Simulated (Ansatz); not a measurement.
Calculated with Ansatz (gas phase, PBE0-D4/def2-TZVP geometries, no zero-point term in ΔE). CCSD(T)/CBS is the MP2 limit (def2-TZVPP, def2-QZVPP) plus CCSD(T) − MP2 in def2-TZVPP, frozen cores. This one scheme is used for every species. DFT in def2-TZVPP. Open shells (•) are unrestricted, without spin–orbit coupling. Each species was taken in one conformer, which may not be the lowest.

Reaction (homolysis of the O–Si bond): `C[Si](F)(F)[O][AlH2]` → `[O][AlH2]`• + `C[Si](F)F`•

CCSD(T)/CBS gives +152.1 kcal/mol.

Question: Another level gave +156.7 kcal/mol. Which?
A. r2SCAN/def2-TZVPP
B. SCS-MP2/def2-TZVPP
C. ωB97X-V/def2-TZVPP
D. MP2/def2-TZVPP

Answer: D. MP2/def2-TZVPP 156.7, r2SCAN 142.0, ωB97X-V 147.8, SCS-MP2/def2-TZVPP 153.5 kcal/mol.

Largest T1 diagnostic among the species: 0.018.

The D4 term adds +3.4 kcal/mol with B3LYP and +1.9 kcal/mol with PBE0; it sums over pairs of atoms, weighted by their polarisabilities, and B3LYP, whose exchange is more repulsive, gets the larger term. In def2-TZVPP, CCSD(T) changes the Hartree–Fock value by +29.1 kcal/mol (the triples alone add +1.6 kcal/mol) and MP2 by +36.9 kcal/mol; breaking electron pairs costs correlation energy, which Hartree–Fock lacks. From PBE to PBE0 (25 % exact exchange), in def2-TZVPP and without D4, ΔE moves by +4.0 kcal/mol.

B3LYP here is the variant with VWN-RPA as its local correlation; programs differ in this.
